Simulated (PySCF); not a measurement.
Computed shifts of a molecule C₂H₇ClSi, PBE/pcSseg-1 in PySCF, GIAO, gas phase, equivalent atoms averaged, in ppm (number of nuclei): ²⁹Si: 23.6 (1). ¹³C: 5.0 (2). ¹H: 5.66 (1), 0.73 (6). References: ²⁹Si against TMS (σ = 335.4 ppm); ¹³C against TMS (σ = 182.0 ppm); ³⁵Cl against HCl (σ = 936.5 ppm); ¹H against TMS (σ = 31.49 ppm), references at their B3LYP-D3(BJ)/def2-TZVP geometries, non-relativistic (without spin–orbit terms, shifts of atoms bonded to Cl or Br come out too high). Geometry optimised at r2SCAN-D4/def2-SVP. One conformer was computed; it need not be the lowest.

### Question
Identify the compound among the candidates.
A) C[SiH](C)Cl
B) [SiH3]CCCl
C) CC[SiH2]Cl

### Answer
A, C[SiH](C)Cl
